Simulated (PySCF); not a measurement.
Vertical excitations of a molecule CH5MoNOS2, multiplicity 1 from TDA-PBE/def2-SVPD run with PySCF 2.14.0, as energy in eV (oscillator strength): 3.62 (0.002), 3.74 (0.079), 3.88 (0.016), 3.97 (0.001), 4.28 (0.027), 4.28 (0.005), 4.54 (0.009), 4.56 (0.000), 4.62 (0.017), 4.76 (0.005). Lowest triplet (TDA): 2.98 eV. The structure is a stationary point at PBE0-D3(BJ)/def2-SVP. The multiplicity is an assumed one; other spin states were not compared. The def2 effective core potentials stand for the cores of Mo; spin–orbit coupling is left out. The values are those of a single conformer.

Q: Which molecule gave these data?
(A) C[N]=[Mo](=[O])([SH])[SH]
(B) C[N]=[Mo]([OH])(=[S])[SH]
(C) C[O][Mo]([NH2])(=[S])=[S]
(D) C[O][Mo](=[NH])(=[S])[SH]

A: A, C[N]=[Mo](=[O])([SH])[SH]
